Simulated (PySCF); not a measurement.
A side-by-side comparison of computed properties.

First species: AsMe3, C₃H₉As.
SMILES: `C[As](C)C`

Second species: C2H3P.
InChI=1S/C2H3P/c1-2-3/h1H3

Levels: CAM-B3LYP/def2-SVPD for dipole moment, HOMO energy, LUMO energy, HOMO–LUMO gap, static isotropic polarisability and electronic spatial extent ⟨r²⟩ about the centre of nuclear charge; TDDFT CAM-B3LYP/def2-SVPD for lowest singlet excitation. Geometries: PBE0-D3(BJ)/def2-SVP. Each structure is a single optimised conformer of the isolated species, non-relativistic unless stated; the electronic structure was computed with PySCF and density fitting.

Values for the first species:

- Dipole moment: 0.98 D
- HOMO energy: -7.80 eV
- LUMO energy: 1.40 eV
- HOMO–LUMO gap: 9.20 eV
- Lowest singlet excitation: 6.47 eV
- Static isotropic polarisability: 71.6 au
- Electronic spatial extent ⟨r²⟩ about the centre of nuclear charge: 502 bohr²

Problem. Estimate the same properties for the second species, and the change in each.

Solution. 
```json
{"property": "dipole moment", "first": "0.98 D", "second": "1.49 D", "second less first": "+0.51 D"}
{"property": "HOMO energy", "first": "-7.80 eV", "second": "-8.68 eV", "second less first": "-0.88 eV"}
{"property": "LUMO energy", "first": "1.40 eV", "second": "0.26 eV", "second less first": "-1.14 eV"}
{"property": "HOMO–LUMO gap", "first": "9.20 eV", "second": "8.94 eV", "second less first": "-0.26 eV"}
{"property": "lowest singlet excitation", "first": "6.47 eV", "second": "4.30 eV", "second less first": "-2.17 eV"}
{"property": "static isotropic polarisability", "first": "71.6 au", "second": "48.8 au", "second less first": "-22.8 au"}
{"property": "electronic spatial extent ⟨r²⟩ about the centre of nuclear charge", "first": "502 bohr²", "second": "267 bohr²", "second less first": "-235 bohr²"}
```

On the first: No computed singlet falls in the visible range (750 to 380 nm, 1.65 to 3.26 eV); S1 lies 3.21 eV above its blue end. S1 lies 2.73 eV below the HOMO–LUMO gap; its leading configuration is HOMO→LUMO, weight 0.63. Relativistic effects, spin–orbit coupling among them, are left out although an element past zinc is present.

On the second: S1 lies 4.64 eV below the HOMO–LUMO gap. The polarisability is 7.23 Å³ as a volume (1 au = 0.148185 Å³), or 1.63 au for each of the 30 electrons.
